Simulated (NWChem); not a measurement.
AuNH₃F; SMILES [Au]([F])<-[NH3]

Computed with NWChem. Structure relaxed at the PBE0/def2-SVP level. No frequency run checked for a minimum. def2 effective core potentials on Au; no spin-orbit coupling.

Diagonal of the polarisability tensor at CAM-B3LYP/def2-SVPD, static: 37.57, 37.57, 50.64 bohr³.

### Question
Find the mean polarisability volume, the molar refraction, and the refractive index that an ideal gas of it would have at 273.15 K and 1 atm.

### Answer

1. Mean: one third of the trace = 41.93 bohr³ × 0.14818 Å³/bohr³ = 6.21 Å³.
2. Molar refraction (Lorentz-Lorenz): (4π/3) N_A α = 15.7 cm³/mol.
3. Number density p/kT = 2.687 × 10⁻⁵ Å⁻³; n − 1 = 2π N α = 10.49 × 10⁻⁴.
4. These hold the electronic response alone: vibrational and orientational terms add to the static dielectric constant.
